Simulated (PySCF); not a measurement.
CaCl, SMILES [Cl][Ca], multiplicity 2. The structure is a stationary point at B3LYP-D3(BJ)/def2-TZVPD. The spin state was assumed, not searched.

Computed equilibrium geometry at B3LYP-D3(BJ)/def2-TZVPD (PySCF confirms it by a frequency run) as bond lengths and angles, and its point group:
point group C∞v.
Atoms: Ca1 Cl2. Bond lengths (Å): Ca1–Cl2 2.448.
Charge 0, spin multiplicity 2.
